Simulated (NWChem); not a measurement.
# CH3BeFS; SMILES C[S][Be][F]

```xyz
7

Be     0.1554    -1.0924    -0.0002
F     -0.2021    -2.4379     0.0000
S      0.6762     0.7317     0.0000
C     -0.9622     1.5571     0.0000
H     -1.5398     1.3165    -0.9024
H     -0.7639     2.6371     0.0058
H     -1.5447     1.3078     0.8968
```
Atoms are numbered in this order, from 1.

Results from NWChem. Medium grid unless said otherwise, to which SCAN and Minnesota functionals are sensitive. Geometry: optimised at PBE0/def2-SVP. Hybrids' shares of exact exchange are those that their runs print; pure functionals count as 0. The functionals differ in more than this share.

```csv
row,share of exact exchange,highest occupied level (eV)
PBE/def2-SVP,0.00,-5.91
KT2/def2-SVP,0.00,-5.98
TPSSh/def2-SVP,0.10,withheld
B3LYP/def2-SVP,0.20,-6.85
MN15/def2-SVP,0.44,-7.75
```

Problem. Fit a straight line of the last column on the one before it, predict the withheld value, and compare with the run.

Solution. 
1. Means of the 4 shown rows: x = 0.160, y = -6.623. Slope Σ(x − x̄)(y − ȳ)/Σ(x − x̄)² = -0.5416/0.1312 = -4.128; intercept -5.962.
2. The shown rows scatter about the line by 0.044 (root mean square); the largest residual is -0.06, at B3LYP/def2-SVP.
3. At x = 0.10 (TPSSh/def2-SVP; inside the shown range) the line gives -6.37.
4. The run gives -6.53, -0.16 from the line, 3.6 times the scatter.
